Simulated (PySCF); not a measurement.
# Steps of a relaxation of [Pr(NH3)3]3+

[Pr(NH3)3]3+ (singlet in the valence; each metal's 4f electrons, 2 of them, lie in its core potential, out of spins and levels). PySCF 2.14.0, RKS PBE0, Pr lcecp-1-SVP with ECP48, N def2-SVP, H def2-SVP; non-relativistic Hamiltonian with scalar-relativistic core potentials where named; density fitting; no spin-orbit coupling. Origin of the start: displaced along the imaginary mode. Columns: position (Å) and force (eV/Å). Energies are counted from the last step; some of the 19 steps are shown. Forces carry noise of the integration grid, about 0.01 to 0.03 eV/Å.

Run from Python with OMP_NUM_THREADS=2. Where DIIS fails, smearing, a level shift and second-order steps follow.
It took 99 s on 2 threads of Arm Neoverse V2, on a shared host, from the converged density of the start.

```xyz
13
step 0  E = 0.118 eV
Pr    0.0000    0.0000   -0.0125     0.00    0.00   -0.01
N     2.5186    0.0010    0.0334     0.76    0.05    0.02
H     2.9556   -0.6506    0.7416    -0.24    0.53   -0.58
H     2.9790   -0.2844   -0.8746    -0.26    0.23    0.74
H     2.9679    0.9343    0.2500    -0.28   -0.81   -0.18
N    -1.2602    2.1806    0.0334    -0.42    0.63    0.02
H    -0.9144    2.8849    0.7416    -0.34   -0.47   -0.58
H    -1.2432    2.7221   -0.8746    -0.07   -0.34    0.74
H    -2.2930    2.1031    0.2500     0.84    0.16   -0.18
N    -1.2584   -2.1817    0.0334    -0.34   -0.68    0.02
H    -2.0412   -2.2344    0.7416     0.58   -0.06   -0.58
H    -1.7358   -2.4377   -0.8746     0.32    0.11    0.74
H    -0.6748   -3.0374    0.2500    -0.56    0.65   -0.18
```

```xyz
13
step 6  E = 0.028 eV
Pr    0.0000    0.0000   -0.2820     0.00    0.00   -0.06
N     2.5054   -0.0035    0.0228    -0.06   -0.01    0.00
H     2.8691   -0.6442    0.7553     0.01    0.10   -0.12
H     3.0477   -0.2730   -0.8230    -0.03    0.05    0.18
H     2.9108    0.9149    0.2850     0.04   -0.12   -0.03
N    -1.2496    2.1715    0.0228     0.04   -0.04    0.00
H    -0.8767    2.8068    0.7553    -0.09   -0.03   -0.12
H    -1.2874    2.7759   -0.8230    -0.02   -0.05    0.18
H    -2.2477    2.0634    0.2850     0.08    0.09   -0.03
N    -1.2557   -2.1679    0.0228     0.02    0.06    0.00
H    -1.9924   -2.1626    0.7553     0.08   -0.06   -0.12
H    -1.7603   -2.5029   -0.8230     0.06    0.01    0.18
H    -0.6631   -2.9783    0.2850    -0.12    0.02   -0.03
```

```xyz
13
step 12  E = 0.004 eV
Pr    0.0000    0.0000   -0.6348     0.00    0.00    0.02
N     2.4341   -0.0020    0.0089     0.06    0.01    0.04
H     2.7182   -0.6551    0.7617    -0.05   -0.01    0.00
H     3.0894   -0.2500   -0.7550    -0.02   -0.01   -0.04
H     2.8191    0.9005    0.3423    -0.04    0.01    0.00
N    -1.2153    2.1090    0.0089    -0.04    0.05    0.04
H    -0.7918    2.6816    0.7617     0.03   -0.04    0.00
H    -1.3282    2.8005   -0.7550     0.02   -0.01   -0.04
H    -2.1894    1.9912    0.3423     0.01   -0.04    0.00
N    -1.2188   -2.1070    0.0089    -0.02   -0.06    0.04
H    -1.9264   -2.0265    0.7617     0.01    0.05    0.00
H    -1.7612   -2.5505   -0.7550     0.00    0.02   -0.04
H    -0.6297   -2.8917    0.3423     0.03    0.03    0.00
```

Task: Where does the relaxation end?

Result: It converges at step 18 in C3:
```xyz
13
step 18  E = 0
Pr    0.0000    0.0000   -0.7490
N     2.3958   -0.0013    0.0038
H     2.6360   -0.6543    0.7711
H     3.0823   -0.2534   -0.7309
H     2.7597    0.9039    0.3518
N    -1.1968    2.0755    0.0038
H    -0.7513    2.6100    0.7711
H    -1.3217    2.7961   -0.7309
H    -2.1626    1.9380    0.3518
N    -1.1990   -2.0742    0.0038
H    -1.8847   -1.9557    0.7711
H    -1.7606   -2.5426   -0.7309
H    -0.5971   -2.8419    0.3518
```

Task: How did the contacts change?

Result: 
```json
{"contact": "Pr1–N2 (NH3)", "start (Å)": "2.519", "end (Å)": "2.511"}
{"contact": "Pr1–N6 (NH3)", "start (Å)": "2.519", "end (Å)": "2.511"}
{"contact": "Pr1–N10 (NH3)", "start (Å)": "2.519", "end (Å)": "2.511"}
```


A frequency check found unstable modes (3, the lowest at -28 cm⁻¹), so the relaxed geometry is a saddle point, or these are noise. An lcecp potential fixes the number of 4f electrons, so in runs with it no electron can move into or out of that shell.
